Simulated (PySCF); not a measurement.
Br₂Pb, SMILES [Br][Pb][Br] (connectivity only; charge and spin as stated), charge +1, multiplicity 2.

Geometry optimised at PBE-D3(BJ)/def2-SVP. The spin state was assumed, not searched. The isomer is the one that the SMILES or the coordinates give; other isomers of the formula were not compared. The def2 effective core potentials stand for the cores of Pb; spin–orbit coupling is left out.

Level of theory: PySCF with PBE-D3(BJ)/def2-SVP.

Frequencies are harmonic and unscaled.

Computed normal modes with their intensities:
```csv
mode,ν (cm⁻¹),IR (km/mol),moving atoms (share of kinetic energy)
1,107,2.3,"Br 85 %, Pb 15 %"
2,152,1.4,"Br 81 %, Pb 19 %"
3,206,12.5,"Br 72 %, Pb 28 %"
```
